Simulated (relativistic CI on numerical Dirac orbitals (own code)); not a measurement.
Method of calculation: Dirac-Coulomb-Breit CI, orbitals from a KLI potential per configuration, model QED, valence Slater integrals scaled by 0.85, P86 correlation energy added to each configuration (own radial code, finite nucleus).

CI space (outside the closed core [Xe] 4f14 5d10): 6s²6p, 6s²7s, 6s²7p, 6s²6d, 6s²8s, 6s²8p, 6s²7d, 6s6p², 6s²5f, 6s²9s, 6s²9p, 6s²8d, 6s²6f, 6s²5g, 6s²9d. Levels of other configurations are missing.

For a near-neutral ion this model can misplace configurations by up to about 10,000 cm⁻¹ (more where the count of f electrons changes) and terms by 10 to 25 % of their spread. Rates follow the energies as ν³ (E1, M1) or ν⁵ (E2), so they and the lifetimes can be off by large factors. The fine structure of a lone outer electron comes out too small, for d and f at times inverted, and misplaced configurations move strength between like terms. 11 of the 11 excited levels that our extract of the measured tables holds in this range could be paired (the sources list more); they are missed by 407 cm⁻¹ on average and 809 at most, and levels without a partner can miss by more.

Outline of the computed level scheme of Tl I. Lowest level of each configuration: 6s²6p ²P°1/2 at 0.0000 eV; 6s²7s ²S1/2 at 3.3295 eV; 6s²7p ²P°1/2 at 4.2612 eV; 6s²6d ²D5/2 at 4.4921 eV; 6s6p² ⁴P1/2 at 4.7713 eV; 6s²8s ²S1/2 at 4.8910 eV; 6s²8p ²P°1/2 at 5.2139 eV; 6s²5f ²F°7/2 at 5.2772 eV; 6s²7d ²D5/2 at 5.2950 eV.

Some strong electric-dipole decays among the lowest 17 levels: 6s²6d ²D5/2 → 6s²6p ²P°3/2 (1.3e+08 s⁻¹); 6s²6d ²D3/2 → 6s²6p ²P°1/2 (1.3e+08 s⁻¹); 6s²7s ²S1/2 → 6s²6p ²P°3/2 (9.2e+07 s⁻¹); 6s²7s ²S1/2 → 6s²6p ²P°1/2 (7.2e+07 s⁻¹); 6s²7d ²D3/2 → 6s²6p ²P°1/2 (4.9e+07 s⁻¹); 6s²7d ²D5/2 → 6s²6p ²P°3/2 (3.9e+07 s⁻¹); 6s²8s ²S1/2 → 6s²6p ²P°3/2 (3.4e+07 s⁻¹); 6s²8s ²S1/2 → 6s²6p ²P°1/2 (3.3e+07 s⁻¹).

Rates of lines that live on the mixing of spin multiplicities can be off by large factors.
